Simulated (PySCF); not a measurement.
A calculated (TPSS, PySCF 2.14, pcseg-2, the non-relativistic Hamiltonian (point nucleus)) atom or ion has these occupied shells.

| shell | electrons | orbital energy (eV) | rms radius, mean of both spins (bohr) |
| --- | --- | --- | --- |
| 1s α | 1 | -3130.1 | 0.0999 |
| 1s β | 1 | -3129.9 | 0.0999 |
| 2s α | 1 | -310.61 | 0.453 |
| 2s β | 1 | -310.42 | 0.453 |
| 2p α | 3 | -244.45 | 0.420 |
| 2p β | 3 | -244.17 | 0.420 |
| 3s α | 1 | -37.587 | 1.49 |
| 3s β | 1 | -36.101 | 1.49 |
| 3p α | 3 | -22.860 | 1.69 |
| 3p β | 2 | -21.771 | 1.69 |

(1) Name the element and its charge.

Results:

(1) Ar⁺ (argon, charge +1), in [Ne] 3s2 3p5, 2P determinant.
